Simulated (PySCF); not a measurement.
Atom-mapped SMILES (the numbers label the heavy atoms): `[CH3:1]/[CH:2]=[CH:3]\[P:4]1[CH:5]=[CH:6][CH:7]([F:8])[CH:9]=[CH:10]1`. Each H is labelled by its parent atom.

Calculated, not measured (PySCF): GIAO PBE0/pcSseg-1 shieldings, geometry: GFN2-xTB. Non-relativistic Hamiltonian, one averaged value for each set of equivalent atoms, isolated molecule, one conformer.

Scale: ¹³C and ¹H vs TMS; ³¹P vs H3PO4; ¹⁹F against CFCl3 (reference shieldings calculated alike).

```csv
atoms,nucleus,count,Hirshfeld charge,δ (ppm)
H(C7),¹H,1,0.04,5.17
H(C5)/H(C10),¹H,2,0.05,6.43
P4,³¹P,1,0.17,-78.7
C1,¹³C,1,-0.12,?
H(C1),¹H,3,0.04,2.24
C3,¹³C,1,-0.11,134.6
C6/C9,¹³C,2,-0.06,?
H(C6)/H(C9),¹H,2,0.05,6.75
H(C3),¹H,1,0.04,6.17
F8,¹⁹F,1,-0.12,-215.2
C5/C10,¹³C,2,-0.10,?
C2,¹³C,1,-0.03,148.0
C7,¹³C,1,0.06,91.2
H(C2),¹H,1,0.05,?
```

**Question.** Estimate the values marked ?.

**Answer.** 
- C6/C9: 140.2 ppm, alkene CH; the olefinic region
- C5/C10: 136.7 ppm, alkene CH; as expected for a trigonal carbon in a double bond
- C1: 21.1 ppm, allylic methyl carbon; a saturated carbon with 1 carbon neighbour and no heteroatom attached
- H(C2): 6.65 ppm, hydrogen on an alkene CH; attached to an sp2 carbon and in the plane of the double bond

Shifts are as computed. Against solution values, carbons near 30 ppm lie about +3 ppm off and those near 130 ppm about +5 ppm. Of 1211 compounds with measured shifts, 218 miss one by over three times the rms of a fit or turn the order of signals round; such compounds aren't used in these exercises. Unscaled 19F shifts against computed CFCl3 carry errors that often reach 10 to 50 ppm. Experimental scales use liquid or dissolved standards, which lie at an offset from isolated H3PO4.
